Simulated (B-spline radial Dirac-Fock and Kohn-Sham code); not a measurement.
Form factor and incoherent scattering function of Ce³⁺

System: Ce³⁺ in the configuration 1s2 2s2 2p6 3s2 3p6 3d10 4s2 4p6 4d10 5s2 5p6 6s1 (an excited configuration).

The run's input, task.json:

```json
{"items": [{
  "Z": 58,
  "q": 3,
  "cfg": [[1, 0, 2], [2, 0, 2], [2, 1, 6], [3, 0, 2], [3, 1, 6], [3, 2, 10], [4, 0, 2], [4, 1, 6], [4, 2, 10], [5, 0, 2], [5, 1, 6], [6, 0, 1]],
  "A": 140,
  "rrms": 4.8771,
  "do": ["scatter"],
  "s": [0.0, 0.05, 0.06, 0.07, 0.09, 0.11, 0.13, 0.15, 0.18, 0.22, 0.26, 0.31, 0.37, 0.44, 0.53, 0.63, 0.75, 0.9, 1.07, 1.28, 1.53, 1.83, 2.18],
  "pz": [0, 0.1, 0.2, 0.3, 0.4, 0.5, 0.6, 0.8, 1.0, 1.2, 1.4, 1.6, 1.8, 2.0, 2.5, 3.0, 4.0, 5.0, 7.0, 10.0, 15.0, 20.0, 30.0, 40.0, 60.0, 100.0],
  "hv_scatter": [1000, 5000, 10000, 17479.3, 50000, 100000, 200000, 1000000]
}]}
```

Launch: `python xray_run.py task.json out`

Level of theory: configuration-average Dirac-Fock orbitals; an atomic code on a B-spline grid. f₀ is the Fourier transform of the spherical electron density, S the Waller-Hartree incoherent function, and s = sin θ/λ. The electron scattering factor follows from the Mott-Bethe formula f_e = 0.023934 Å⁻¹·(Z − f₀)/s².

```csv
s (Å⁻¹),f₀,S,f_e (Å)
0,55.000,0.000,–
0.05,54.151,0.997,36.846
0.06,53.797,1.380,27.944
0.07,53.392,1.798,22.509
0.09,52.452,2.695,16.392
0.11,51.379,3.629,13.096
0.13,50.215,4.572,11.025
0.15,48.995,5.513,9.579
0.18,47.119,6.916,8.038
0.22,44.624,8.746,6.614
0.26,42.214,10.509,5.589
0.31,39.396,12.607,4.633
0.37,36.368,14.922,3.782
0.44,33.318,17.252,3.051
0.53,30.001,19.734,2.386
0.63,26.862,22.158,1.878
0.75,23.676,24.881,1.460
0.9,20.537,28.029,1.107
1.07,17.974,31.162,0.837
1.28,15.718,34.282,0.618
1.53,13.530,37.059,0.455
1.83,11.118,39.586,0.335
2.18,8.731,41.941,0.248
```

f₀ starts at the number of electrons, 55, and has fallen to half at s ≈ 0.61 Å⁻¹. The sum of ⟨r²⟩ over the electrons is 47.79 bohr². For an ion f_e diverges as s goes to zero, because of the net charge.

Values without a named source are computed, but for edge energies of neutral atoms, which are taken from tables.
